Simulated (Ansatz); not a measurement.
Species: C₃H₁₂AlN, net charge 0, singlet state. 
Coordinates optimised at B3LYP-D3(BJ)/def2-TZVP (Ansatz, a first-principles code):
SMILES: C[N+](C)(C)[AlH3-]
```xyz
17

Al     0.6669     1.5174     0.1902
N     -0.1592    -0.3623    -0.0454
C     -0.3655    -0.9665     1.2873
C      0.7655    -1.1968    -0.8406
C     -1.4533    -0.2334    -0.7472
H      2.0187     1.1310     0.9505
H      0.7933     1.9569    -1.3414
H     -0.4808     2.2164     1.0557
H     -0.8031    -1.9651     1.1928
H      0.5915    -1.0362     1.8006
H     -1.0310    -0.3317     1.8688
H      1.7200    -1.2661    -0.3228
H      0.9246    -0.7300    -1.8105
H      0.3525    -2.2005    -0.9814
H     -1.2895     0.2314    -1.7173
H     -2.1165     0.3998    -0.1613
H     -1.9146    -1.2161    -0.8860
```

Property: vertical triplet-singlet gap (E(triplet) - E(singlet); each state is the SCF solution reached for its spin; the molecule has degenerate orbitals, so one determinant may break the symmetry; for the triplet the Hartree-Fock reference is unstable and T1 is 0.041), in kJ/mol. Cores are frozen in the correlated levels unless marked. Open shells are spin-unrestricted. No spin-orbit coupling. Non-relativistic. 

```json
[
 {"level": "SVWN5/def2-TZVPD", "program": "Ansatz", "vertical triplet-singlet gap (kJ/mol)": "542.9"},
 {"level": "BHLYP/def2-TZVPD", "program": "Ansatz", "vertical triplet-singlet gap (kJ/mol)": "644.2"},
 {"level": "wB97X-V/def2-TZVPD", "program": "Ansatz", "vertical triplet-singlet gap (kJ/mol)": "662.6"},
 {"level": "RI-MP2/aug-cc-pV(T+d)Z", "program": "Ansatz", "vertical triplet-singlet gap (kJ/mol)": "655.0"},
 {"level": "CCSD/aug-cc-pV(T+d)Z", "program": "Ansatz", "vertical triplet-singlet gap (kJ/mol)": "647.6"},
 {"level": "CCSD(T)/aug-cc-pV(T+d)Z", "program": "Ansatz", "vertical triplet-singlet gap (kJ/mol)": "636.6"}
]
```
